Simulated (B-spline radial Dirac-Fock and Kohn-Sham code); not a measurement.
Satellites and hypersatellites of the K lines of Sm⁶⁺

System: samarium as Sm⁶⁺, [Kr] 4d10 4f4 5s2 5p4.

The run's input, task.json:

```json
{"items": [{
  "Z": 62,
  "q": 6,
  "cfg": [[1, 0, 2], [2, 0, 2], [2, 1, 6], [3, 0, 2], [3, 1, 6], [3, 2, 10], [4, 0, 2], [4, 1, 6], [4, 2, 10], [4, 3, 4], [5, 0, 2], [5, 1, 4]],
  "A": 152,
  "rrms": 5.0819,
  "do": ["binding", "quiet", "double"]
}]}
```

Run with: `python xray_run.py task.json out`

These are calculated numbers from a radial B-spline solver; the model is multi-electron Dirac-Fock with separately optimised hole states, Breit and Lamb-shift corrections added in first order. Each two-hole energy is an average over J within one jj subconfiguration, not an observable level; in light atoms, where LS coupling holds, the j-resolved values are not observed lines, and for a K spectator the Kα1 hypersatellite is nearly forbidden. Correlation energy is missing from these numbers.

Lines without a spectator: Kα2 (K-L2) 39519.8 eV, Kα1 (K-L3) 40115.5 eV, Kβ3 (K-M2) 45285.6 eV, Kβ1 (K-M3) 45408.4 eV. Shifts in eV with one spectator hole (a dash: not computed, or left out as unreliable):

```
spectator hole     Kα2     Kα1     Kβ3     Kβ1
        K (1s)  +762.0  +800.9  +980.1  +988.9
    L2 (2p1/2)   +90.6  +117.7       –  +237.4
    L3 (2p3/2)   +78.7   +82.1  +195.6       –
    M2 (3p1/2)       –  +16.36   +34.5   +41.2
    M3 (3p3/2)  +10.48       –   +32.4   +32.2
    M4 (3d3/2)   +2.99   -0.31       –       –
    M5 (3d5/2)   -1.36   +1.55       –       –
```

Run: 66 s of CPU time on 1 thread of Neoverse-N1 (shared host), peak memory 0.51 GiB.
